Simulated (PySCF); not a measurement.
Compound: CH4BrGeN.
Atom-mapped SMILES: `[CH2:1]=[N:2][GeH2:3][Br:4]` (hydrogens: H5, H6 on C1; H7, H8 on Ge3)

Method: PySCF 2.14.0, PBE0-D3(BJ)/def2-SVP geometry optimisation, gas phase; density fitting, grid level 1; the optimiser is geomeTRIC in internal coordinates, started from a GFN2-xTB structure with every atom displaced at random (about 0.01 Å).

Step 0: E = -129121.4769 eV
```
atom  x, y, z in Å  |  force x, y, z in eV/Å
C1      1.5360   -0.1718    0.4564   -2.365   1.335  -1.089
N2      0.4001   -0.7310    0.4324    0.376  -0.330   0.205
Ge3    -1.2095   -0.1335   -0.2264    1.215   0.122   0.148
Br4    -0.9749    1.9765   -1.1004   -0.051   0.447  -0.211
H5      1.7007    0.8526    0.0465    0.136  -0.144   0.062
H6      2.3673   -0.6523    0.8845    1.586  -1.007   0.819
H7     -1.6126   -1.0729   -1.3062   -0.254  -0.502  -0.662
H8     -2.1520   -0.0868    0.9163   -0.642   0.079   0.728
```

Q: Estimate the geometry and energy of step 1. (The exact step hangs on the optimiser's Hessian estimate; all steps are aligned on step 0, rigid shifts and turns removed.)

A: E = -129121.5930 eV, largest force 1.030 eV/Å
```
atom  x, y, z in Å  |  force x, y, z in eV/Å
C1      1.4991   -0.1459    0.4491    0.903  -0.370   0.331
N2      0.4326   -0.8099    0.4380   -0.621  -0.013  -0.142
Ge3    -1.1679   -0.1561   -0.2212   -0.265  -0.132   0.064
Br4    -0.9163    1.9881   -1.1120   -0.015  -0.101   0.057
H5      1.6334    0.8814    0.0595   -0.057   0.080  -0.037
H6      2.4105   -0.6355    0.8863   -0.328   0.373  -0.232
H7     -1.6648   -1.0876   -1.3589    0.139   0.198   0.248
H8     -2.1714   -0.0536    0.9621    0.244  -0.036  -0.288
```

The energy changes by -0.1160 eV. The first-order estimate −F·Δx gives -0.3669 eV and the mean of the old and new forces, exact on a quadratic surface, -0.1231 eV. The step makes an angle of 60° with the force vector and moves no atom by more than 0.085 Å.

What follows is the cost of the whole optimisation. Time: 38 s of wall time; peak memory 0.45 GiB. Hardware: one thread, Arm Neoverse V1 (aarch64), shared host.
